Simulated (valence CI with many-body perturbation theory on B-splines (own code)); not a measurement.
# W61+: fill in the table

Calculated by configuration interaction combined with many-body perturbation theory (CI+MBPT): three valence electrons over a frozen Dirac-Fock core [Ne], radial functions for each j: 11 s, 11 p, 10 d, 8 f, 5 g, 2 h, with the one-electron correlation potential Σ1, the two-electron term Σ2, the three-electron term Σ3, Breit, model QED; selected CI, second order for the rest, scaled by the run's own slope (own B-spline code, finite nucleus).

No measured spectrum was set against this ion. As an estimate, large intervals hold to a few tenths of a per cent, small ones and those within an open d or f shell to about a per cent.

```tsv
Level	E (eV)
(3s^2 3p1/2) J=1/2	0.00
(3s 3p1/2^2) J=1/2	167.48
(3s^2 3p3/2) J=3/2	?
(3s 3p1/2 3p3/2) J=3/2 [a]	500.68
(3s 3p1/2 3p3/2) J=5/2	?
(3s 3p1/2 3p3/2) J=3/2 [b]	539.93
(3s 3p1/2 3p3/2) J=1/2	?
(3s^2 3d3/2) J=3/2	597.41
(3s^2 3d5/2) J=5/2	?
(3p1/2^2 3p3/2) J=3/2	703.98
(3s 3p1/2 3d3/2) J=3/2 [a]	717.33
(3s 3p1/2 3d3/2) J=5/2	?
(3s 3p1/2 3d3/2) J=1/2	?
(3s 3p1/2 3d3/2) J=3/2 [b]	762.74
(3s 3p1/2 3d5/2) J=5/2 [a]	811.77
(3s 3p1/2 3d5/2) J=7/2	825.95
(3s 3p1/2 3d5/2) J=5/2 [b]	836.23
(3s 3p1/2 3d5/2) J=3/2	841.10
(3s 3p3/2^2) J=5/2	876.32
(3s 3p3/2^2) J=1/2	913.65
```

Levels are named by their leading jj configuration (3d3/2^4 stands for four electrons in 3d with j = 3/2), which in mixed levels can hold well under half, so a name can repeat and another be missing. Letters in brackets count levels of one name in rising energy.

(1) The levels stand in rising order. What does the calculation give for the missing energies?

## Answers

(1) (3s^2 3p3/2) J=3/2 363.54; (3s 3p1/2 3p3/2) J=5/2 518.86; (3s 3p1/2 3p3/2) J=1/2 550.02; (3s^2 3d5/2) J=5/2 670.70; (3s 3p1/2 3d3/2) J=5/2 729.53; (3s 3p1/2 3d3/2) J=1/2 756.04.
